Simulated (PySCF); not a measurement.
Polarisability and C₆ of Cu²⁺ (copper, charge +2)

[Ar] 3d9, 2D determinant. All numbers are calculated (PySCF 2.14, the spin-free X2C one-electron Hamiltonian (Gaussian nucleus), in x2c-TZVPPall with one added diffuse shell each of s, p, d, f type (7s6p5d3f1g, 80 functions)). Coupled (time-dependent) response in atomic units; α is the mean over directions.

```json
{"method": "UHF", "mean α (bohr³)": "2.522", "α xx, yy, zz": "2.428, 2.428, 2.711", "C₆ (like pair)": "6.721", "S(−4)": "2.629"}
{"method": "PBE", "mean α (bohr³)": "3.311", "α xx, yy, zz": "3.178, 3.178, 3.579", "C₆ (like pair)": "9.164", "S(−4)": "5.729"}
{"method": "PBE0", "mean α (bohr³)": "3.038", "α xx, yy, zz": "2.918, 2.918, 3.280", "C₆ (like pair)": "8.310", "S(−4)": "4.467"}
```

S(−4) is the Cauchy moment in α(ω) = α(0) + S(−4) ω² + …

α(iu) at PBE0:

| u (hartree) | α(iu) (bohr³) |
| --- | --- |
| 0 | 3.038 |
| 0.0500 | 3.027 |
| 0.100 | 2.995 |
| 0.200 | 2.876 |
| 0.300 | 2.711 |
| 0.500 | 2.347 |
| 0.750 | 1.950 |
| 1.00 | 1.643 |
| 1.50 | 1.218 |
| 2.00 | 0.9453 |
| 3.00 | 0.6274 |
| 5.00 | 0.3397 |

A single London oscillator, α(iu) = α/(1 + u²/ω²), gives C₆ = (3/4) ω α². Matching the computed C₆ needs ω = 4 × 8.310 / (3 × 3.038²) = 1.20 hartree.

For an ion, C₆ is the dispersion term alone; charge-induced terms of lower order in 1/R come first.

The components differ because the open shell of this determinant is not spherical; for a pure term their mean is the scalar polarisability.
